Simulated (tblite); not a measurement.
Parent: `[CH3:1][CH2:2][SiH:3]1[CH2:4][S:5][CH2:6]1` with C1–C2–Si3–C4 -174°, C4H10SSi.

The geometries are computed with GFN2-xTB (gas phase). One conformer each, not checked by frequencies here.

```
coordinate of the parent    value
                   C1–C2  1.524 Å
                  C2–Si3  1.898 Å
                  Si3–C4  1.914 Å
                   C4–S5  1.836 Å
                   S5–C6  1.839 Å
                  Si3–C6  1.915 Å
               C1–C2–Si3   112.2°
               C2–Si3–C4   115.6°
               C2–Si3–C6   116.0°
               C4–Si3–C6    84.7°
               Si3–C4–S5    92.9°
                C4–S5–C6    89.1°
               Si3–C6–S5    92.8°
```

How does the shared frame change in `[CH3:1][CH2:2][Si:3]1([O:4][C:5]([CH3:6])=[O:7])[CH2:8][S:9][CH2:10]1` with C1–C2–Si3–O4 -42°, C2–Si3–O4–C5 -54°, Si3–O4–C5–C6 175°, C2–Si3–C8–S9 -109°, Si3–C8–S9–C10 -9°, C8–S9–C10–Si3 9°, C2–Si3–C10–S9 109°, C6H12O2SSi? Atoms pair as C1 = C1, C2 = C2, Si3 = Si3, C4 = C8, S5 = S9, C6 = C10 (parent first).

| parent | relative | value in the relative | change |
| --- | --- | --- | --- |
| C1–C2 | C1–C2 | 1.528 Å | +0.004 |
| C2–Si3 | C2–Si3 | 1.900 Å | +0.002 |
| Si3–C4 | Si3–C8 | 1.908 Å | -0.006 |
| C4–S5 | C8–S9 | 1.840 Å | +0.004 |
| S5–C6 | S9–C10 | 1.837 Å | -0.002 |
| Si3–C6 | Si3–C10 | 1.906 Å | -0.009 |
| C1–C2–Si3 | C1–C2–Si3 | 112.1° | -0.1 |
| C2–Si3–C4 | C2–Si3–C8 | 116.7° | +1.1 |
| C2–Si3–C6 | C2–Si3–C10 | 116.5° | +0.5 |
| C4–Si3–C6 | C8–Si3–C10 | 85.4° | +0.7 |
| Si3–C4–S5 | Si3–C8–S9 | 91.8° | -1.1 |
| C4–S5–C6 | C8–S9–C10 | 89.4° | +0.3 |
| Si3–C6–S5 | Si3–C10–S9 | 92.0° | -0.8 |

Of the parent's bonds, Si3–C6 changes most (-0.009 Å). Bonds of the relative outside the shared frame: Si3–O4 1.666, O4–C5 1.334, C5–C6 1.500, C5=O7 1.199 Å. Point group C1 → C1.

How does the shared frame change in `[CH3:1][CH2:2][Si:3]1([PH2:4])[CH2:5][S:6][CH2:7]1` with C1–C2–Si3–P4 -41°, C2–Si3–P4–H 84° and 177°, C4H11PSSi? Atoms pair as C1 = C1, C2 = C2, Si3 = Si3, C4 = C5, S5 = S6, C6 = C7 (parent first).

| parent | relative | value in the relative | change |
| --- | --- | --- | --- |
| C1–C2 | C1–C2 | 1.522 Å | -0.002 |
| C2–Si3 | C2–Si3 | 1.906 Å | +0.008 |
| Si3–C4 | Si3–C5 | 1.919 Å | +0.005 |
| C4–S5 | C5–S6 | 1.831 Å | -0.005 |
| S5–C6 | S6–C7 | 1.837 Å | -0.002 |
| Si3–C6 | Si3–C7 | 1.928 Å | +0.013 |
| C1–C2–Si3 | C1–C2–Si3 | 111.2° | -1.0 |
| C2–Si3–C4 | C2–Si3–C5 | 115.3° | -0.3 |
| C2–Si3–C6 | C2–Si3–C7 | 115.9° | -0.1 |
| C4–Si3–C6 | C5–Si3–C7 | 84.4° | -0.3 |
| Si3–C4–S5 | Si3–C5–S6 | 93.0° | +0.1 |
| C4–S5–C6 | C5–S6–C7 | 89.7° | +0.6 |
| Si3–C6–S5 | Si3–C7–S6 | 92.6° | -0.2 |

Of the parent's bonds, Si3–C6 changes most (+0.013 Å). Bonds of the relative outside the shared frame: Si3–P4 2.254 Å. Point group C1 → C1.
